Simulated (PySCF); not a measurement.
C2H8FNSi.

```xyz
13

C      1.4982     1.2304     0.8203
C      0.8890     0.0316     0.0844
N      0.8091    -1.1216     0.9908
Si    -0.8794     0.4116    -0.4553
F     -1.5256    -0.9869    -1.0149
H      0.9150     1.4716     1.7232
H      2.5297     1.0038     1.1418
H      1.5439     2.1233     0.1759
H      1.4999    -0.1549    -0.8288
H      0.4429    -1.9364     0.4938
H      1.7439    -1.3812     1.3180
H     -1.7059     0.8735     0.6867
H     -0.9149     1.4000    -1.5660
```

Geometry optimised at TPSSh-D3(BJ)/def2-SVP. The structure was generated by enumeration; whether it is a known compound was not checked. The values are those of a single conformer.

Method: PBE/pcSseg-1 in PySCF. Non-relativistic, no solvent.

Computed absolute GIAO shielding of each atom: isotropic value and principal components (ppm):
```json
[
 {"atom": "C1", "σ(iso)": "163.4", "σ11": "147.9", "σ22": "158.7", "σ33": "183.7", "span": "35.8"},
 {"atom": "C2", "σ(iso)": "138.5", "σ11": "123.3", "σ22": "134.2", "σ33": "158.0", "span": "34.7"},
 {"atom": "N3", "σ(iso)": "215.9", "σ11": "177.9", "σ22": "231.4", "σ33": "238.6", "span": "60.7"},
 {"atom": "Si4", "σ(iso)": "322.5", "σ11": "266.0", "σ22": "304.9", "σ33": "396.5", "span": "130.5"},
 {"atom": "F5", "σ(iso)": "387.0", "σ11": "353.4", "σ22": "391.3", "σ33": "416.2", "span": "62.8"},
 {"atom": "H6", "σ(iso)": "30.2", "σ11": "26.5", "σ22": "28.5", "σ33": "35.5", "span": "9.0"},
 {"atom": "H7", "σ(iso)": "30.0", "σ11": "26.3", "σ22": "27.7", "σ33": "36.0", "span": "9.7"},
 {"atom": "H8", "σ(iso)": "30.3", "σ11": "26.0", "σ22": "28.1", "σ33": "36.6", "span": "10.6"},
 {"atom": "H9", "σ(iso)": "28.0", "σ11": "23.6", "σ22": "26.8", "σ33": "33.6", "span": "10.0"},
 {"atom": "H10", "σ(iso)": "29.8", "σ11": "22.1", "σ22": "28.7", "σ33": "38.7", "span": "16.5"},
 {"atom": "H11", "σ(iso)": "30.8", "σ11": "23.9", "σ22": "28.7", "σ33": "39.8", "span": "15.9"},
 {"atom": "H12", "σ(iso)": "26.4", "σ11": "22.9", "σ22": "25.7", "σ33": "30.5", "span": "7.5"},
 {"atom": "H13", "σ(iso)": "26.1", "σ11": "22.6", "σ22": "25.0", "σ33": "30.6", "span": "8.0"}
]
```
